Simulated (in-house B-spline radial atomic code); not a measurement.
Atomic self-consistent-field run: Rh²⁺. Level of theory: non-relativistic LDA VWN5, spherical fractional occupations, point nucleus, inside a hard spherical wall at 2.02 bohr; calculated with a radial B-spline atomic code at the basis-set limit.

Command:
```bash
python run_scf.py task.json out
```
Settings:
```
Z                45
configuration    [Ar] 3d10 4s2 4p5 4d8
hamiltonian      nr
method           lda,vwn
spin_polarised   False
wall_radius      2.02
```

Output (hartree, bohr):
```
 radial grid: 40 intervals, B-splines of order 8, outer radius 2.02 bohr

 iter        energy (Eh)    residual
    1       -4674.517408    4.42e-01
    2       -4674.918918    1.31e-01
    3       -4675.063639    2.73e-02
    4       -4675.068842    8.31e-03
    5       -4675.069061    3.02e-03
    6       -4675.069124    5.15e-04
    7       -4675.069127    2.49e-05
    8       -4675.069127    3.29e-07

 total energy                     -4675.06913
 kinetic                            4704.1310
 electron-nucleus                 -11190.3741
 Hartree                            1944.0546
 exchange-correlation               -132.8806

 orbital      occ     eigenvalue          <r>       <r^2>       <1/r>     <1/r^2>       r_max
 1s         2.000      -820.3448    0.0338813  0.00153582     44.4381     3965.62     0.02242
 2s         2.000      -115.9975     0.147436   0.0255434     10.0699     412.518      0.1248
 2p         6.000      -107.5432     0.126041   0.0193443     10.0768     137.782     0.09791
 3s         2.000       -20.1362     0.405024    0.187604      3.5351     76.7671      0.3641
 3p         6.000       -16.7815     0.397973    0.183989     3.45063     25.3863      0.3507
 3d        10.000       -10.5607     0.372843    0.166321     3.28634     13.6507      0.2923
 4s         2.000        -2.5448     0.981985     1.07076     1.36931     14.7374      0.9191
 4p         5.000        -1.4866      1.02013     1.15464     1.29507     4.82518      0.9643
 4d         8.000         0.3432      1.08731     1.30774     1.16834     2.45356       1.071
```

Run time, properties included: 0.03 s on 1 thread of Arm Neoverse V1, with other jobs on the host.
